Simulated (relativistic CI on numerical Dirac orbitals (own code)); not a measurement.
## What each ingredient does to the levels of Se³¹⁺

Base calculation: Dirac-Coulomb-Breit CI, separate exchange-only KLI orbitals for each configuration, QED by a radiative potential, unscaled Slater integrals.

Configurations in the expansion (outside the closed core 1s2): 2s, 2p, 3s, 3p, 3d, 4s, 4p, 4d, 4f, 5s, 5p, 5d, 5f, 5g, 6s, 6p, 6d. Levels of other configurations are missing.

Variants: (1) Breit term removed. Shifts of the energy above 2s 2S_1/2, in eV, for the lowest level and the first level of each name with at least 55 % of one term (blank where a level changes its place among those of its configuration and J or its character, or is not in the variant):

```tsv
Level	Base	Δ(1)
2s 2S_1/2	0.00	0.00
2p 2P°_1/2	66.68	-1.27
2p 2P°_3/2	117.45	+0.17
3s 2S_1/2	2040.56	+0.93
3p 2P°_1/2	2059.08	+0.58
3p 2P°_3/2	2074.11	+0.99
3d 2D_3/2	2080.87	+1.27
3d 2D_5/2	2085.61	+1.29
4s 2S_1/2	2744.85	+1.14
4p 2P°_1/2	2752.47	+1.00
4p 2P°_3/2	2758.80	+1.17
4d 2D_3/2	2761.61	+1.28
4d 2D_5/2	2763.61	+1.29
4f 2F°_5/2	2763.76	+1.29
4f 2F°_7/2	2764.75	+1.29
5s 2S_1/2	3068.23	+1.22
5p 2P°_1/2	3072.08	+1.15
5p 2P°_3/2	3075.31	+1.23
5d 2D_3/2	3076.74	+1.29
5d 2D_5/2	3077.77	+1.29
5f 2F°_5/2	3077.85	+1.29
5f 2F°_7/2	3078.36	+1.29
```

At this charge energies of transitions that change n are usually good to better than 1 %, and those within a shell (Δn = 0) to a few per cent.

Ionisation energy from the two ground configurations alone: base 3636.26 eV; Breit term removed 3637.55 eV. The NIST ASD value (theoretical) is 3636.53 eV.
